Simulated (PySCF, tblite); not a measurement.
Compound: C5H8OSi.
Z-matrix (Å and degrees, GFN2-xTB geometry), rows numbered from 1:
```
C 
O   1  1.4054
C   2  1.3570  1  117.27
C   3  1.3454  2  129.03  1     0.05
Si  4  1.8719  3  109.15  2  -179.93
C   5  1.8879  4   89.38  3    -0.03
C   6  1.3336  5  109.29  4     0.02
H   1  1.0887  2  106.28  3   179.89
H   1  1.0951  2  111.22  3   -60.99
H   1  1.0951  2  111.22  3    60.76
H   4  1.0756  3  123.23  2     0.05
H   5  1.4645  4  114.26  3   114.92
H   5  1.4645  4  114.31  3  -115.05
H   6  1.0767  5  128.58  4   179.99
H   7  1.0800  3  118.26  2    -0.09
```

Computed, not measured: PBE0/def2-SVPD in PySCF (dipole) on a GFN2-xTB geometry, gas phase.

Take the most abundant isotopes and a rigid rotor. The values belong to one conformer with, in the numbering `[CH3:1][O:2][C:3]1=[CH:4][SiH2:5][CH:6]=[CH:7]1`, C1–O2–C3–C4 0°.

(1) Give the principal moments of inertia and the rotational constants in cm⁻¹.

(2) What kind of rotor is it?

(3) What does the inertial defect say?

(4) Give the coordinates in the principal-axis frame, origin at the centre of mass.

(5) Where do the levels up to J = 4 lie, in MHz?

(6) Which lines would a microwave search look for?

(7) Estimate the classical rotational partition function at 10 K, 100 K and 500 K.

## Answers

(1) Ia = 97.40, Ib = 339.99, Ic = 428.28 u·Å²; 505379 MHz·u·Å²/I gives 5188, 1486 and 1180 MHz, that is A = 0.17307, B = 0.04958, C = 0.03936 cm⁻¹.

(2) An asymmetric top: κ = (2 × 1486 − 5188 − 1180)/(5188 − 1180) = -0.85.

(3) Not planar: Δ = Ic − Ia − Ib = -9.11 u·Å². For a rigid frame Δ = −2 Σ m c², so Σ m c² = 4.55 u·Å² lies off the ab plane, practically all of it from hydrogen. The atom farthest from that plane is 1.21 Å away.

(4) The sense of each axis is arbitrary; atoms in the order of the calculation.
```
atom  mass (u)   a (Å)   b (Å)   c (Å)
  C1    12.000   2.814   0.612   0.001
  O2    15.995   1.936  -0.486   0.000
  C3    12.000   0.605  -0.217  -0.001
  C4    12.000  -0.018   0.975  -0.001
 Si5    27.977  -1.870   0.699   0.000
  C6    12.000  -1.571  -1.165   0.000
  C7    12.000  -0.259  -1.401   0.000
  H8     1.008   3.820   0.197   0.003
  H9     1.008   2.675   1.231  -0.891
 H10     1.008   2.672   1.232   0.892
 H11     1.008   0.505   1.914  -0.002
 H12     1.008  -2.547   1.167   1.211
 H13     1.008  -2.550   1.168  -1.209
 H14     1.008  -2.296  -1.961   0.001
 H15     1.008   0.208  -2.375  -0.001
```

(5) Above 0(0,0):
J = 1: 1(0,1) 2666, 1(1,1) 6369, 1(1,0) 6675
J = 2: 2(0,2) 7981, 2(1,2) 11395, 2(1,1) 12314, 2(2,1) 23420, 2(2,0) 23439
J = 3: 3(0,3) 15908, 3(1,3) 18924, 3(1,2) 20762, 3(2,2) 31420, 3(2,1) 31511, 3(3,1) 50707, 3(3,0) 50708
J = 4: 4(0,4) 26395, 4(1,4) 28942, 4(1,3) 32002, 4(2,3) 42072, 4(2,2) 42341, 4(3,2) 61408, 4(3,1) 61413, 4(4,1) 88363, 4(4,0) 88363
Those of J = 1 are B + C, A + C and A + B.

(6) The dipole components are |μa| = 0.86 D, |μb| = 0.65 D, |μc| = 0.00 D; the mirror of this Cs structure is the ab plane, so μc vanishes by symmetry and there are no c-type lines. Intensities carry the squares of the components, which stand as 1.00 : 0.58 (a : b). Some lines, for components of 0.1 D or more:

```tsv
type	branch	J(Ka,Kc)	MHz	lower level (cm⁻¹)
b	R	4(1,3) ← 3(2,2)	582	1.048
a	R	1(0,1) ← 0(0,0)	2666	0.000
b	R	3(0,3) ← 2(1,2)	4513	0.380
b	Q	3(1,2) ← 3(0,3)	4854	0.531
a	R	2(0,2) ← 1(0,1)	5315	0.089
b	Q	4(1,3) ← 4(0,4)	5607	0.880
a	R	2(1,1) ← 1(1,0)	5639	0.223
a	R	3(1,3) ← 2(1,2)	7529	0.380
a	R	3(2,1) ← 2(2,0)	8072	0.782
b	Q	4(2,2) ← 4(1,3)	10339	1.067
a	R	4(2,3) ← 3(2,2)	10652	1.048
b	R	4(1,4) ← 3(0,3)	13034	0.531
b	Q	4(2,3) ← 4(1,4)	13129	0.965
b	Q	3(3,1) ← 3(2,2)	19287	1.048
b	Q	4(3,2) ← 4(2,3)	19336	1.403
b	Q	4(4,0) ← 4(3,1)	26951	2.049
```

(7) Point group Cs, symmetry number σ = 1; q = (√π/σ)·√((kT/h)³/(ABC)), k/h = 20836.6 MHz/K: 1770 at 10 K, 55900 at 100 K, 625000 at 500 K.

Its GFN2-xTB frequencies are all real (lowest 108 cm⁻¹). Zero-point vibration and centrifugal distortion are left out. A rigid rotor knows nothing of internal rotation, which can split or shift real lines.

The run took 72 s of wall time (grids of density and orbitals included) on an Arm Neoverse N1 with one thread, on a shared host, and the process peaked at 0.82 GiB of memory. This is the PBE0/def2-SVPD job that gave the dipole, with the excitations it also computed.
